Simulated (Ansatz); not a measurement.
SnEt3Br (C₆H₁₅BrSn). The state is a triplet with charge 0. Geometry PBE-D4/def2-SVP, that of the neutral singlet; atoms count from 1.

```xyz
23

Sn    0.0139    0.0392   -0.0147
C     1.7233    0.8877    1.0557
C     1.5073    2.3442    1.4652
H     2.5960    0.7797    0.3782
H     1.9092    0.2330    1.9343
H     2.4063    2.7606    1.9689
H     1.2911    2.9840    0.5853
H     0.6576    2.4547    2.1708
C    -1.8605    0.0498    1.1136
C    -3.0725   -0.3004    0.2507
H    -1.9506    1.0669    1.5492
H    -1.7354   -0.6588    1.9604
H    -4.0161   -0.2445    0.8354
H    -3.1718    0.3943   -0.6085
H    -3.0050   -1.3291   -0.1609
C     0.4282   -1.8368   -1.0641
C     1.4171   -1.6745   -2.2179
H    -0.5531   -2.2152   -1.4191
H     0.7973   -2.5543   -0.3000
H     1.5725   -2.6350   -2.7549
H     1.0569   -0.9308   -2.9576
H     2.4125   -1.3320   -1.8662
Br   -0.4240    1.7171   -1.9038
```

In the def2 sets Sn takes a core potential; there is no spin–orbit coupling. At PBE0-D4/def2-TZVP a singlet of charge 0 lies 5.35 eV below the triplet at the same geometry.

(1) Estimate the Mulliken populations from the PBE0/def2-TZVP orbitals of Ansatz.

(2) Where does the spin sit?

(3) And the Mayer bond orders between heavy atoms (over 0.3)?

## Answers

(1) 
```json
{"atom": "Sn1", "charge (e)": "0.50", "spin (α − β)": "0.62"}
{"atom": "C2", "charge (e)": "-0.27", "spin (α − β)": "0.42"}
{"atom": "C3", "charge (e)": "-0.36", "spin (α − β)": "-0.02"}
{"atom": "H4", "charge (e)": "0.14", "spin (α − β)": "0.02"}
{"atom": "H5", "charge (e)": "0.12", "spin (α − β)": "0.03"}
{"atom": "H6", "charge (e)": "0.15", "spin (α − β)": "0.04"}
{"atom": "H7", "charge (e)": "0.15", "spin (α − β)": "0.02"}
{"atom": "H8", "charge (e)": "0.13", "spin (α − β)": "0.01"}
{"atom": "C9", "charge (e)": "-0.37", "spin (α − β)": "0.18"}
{"atom": "C10", "charge (e)": "-0.38", "spin (α − β)": "0.00"}
{"atom": "H11", "charge (e)": "0.12", "spin (α − β)": "0.00"}
{"atom": "H12", "charge (e)": "0.11", "spin (α − β)": "0.02"}
{"atom": "H13", "charge (e)": "0.14", "spin (α − β)": "0.02"}
{"atom": "H14", "charge (e)": "0.14", "spin (α − β)": "0.01"}
{"atom": "H15", "charge (e)": "0.12", "spin (α − β)": "0.00"}
{"atom": "C16", "charge (e)": "-0.40", "spin (α − β)": "0.12"}
{"atom": "C17", "charge (e)": "-0.36", "spin (α − β)": "-0.01"}
{"atom": "H18", "charge (e)": "0.12", "spin (α − β)": "0.01"}
{"atom": "H19", "charge (e)": "0.11", "spin (α − β)": "0.01"}
{"atom": "H20", "charge (e)": "0.13", "spin (α − β)": "0.01"}
{"atom": "H21", "charge (e)": "0.14", "spin (α − β)": "0.01"}
{"atom": "H22", "charge (e)": "0.11", "spin (α − β)": "0.01"}
{"atom": "Br23", "charge (e)": "-0.28", "spin (α − β)": "0.48"}
```
Mulliken values depend strongly on the basis.

(2) Summed by element: Sn 0.62, C 0.69, H 0.21, Br 0.48, of 2 unpaired in all. Largest on single atoms: Sn1 0.62, Br23 0.48, C2 0.42.

(3) Sn1–C9 0.60 (2.19 Å); Sn1–C16 0.66 (2.19 Å); Sn1–Br23 0.66 (2.56 Å); C2–C3 1.03 (1.53 Å); C9–C10 1.00 (1.53 Å); C16–C17 1.01 (1.53 Å).
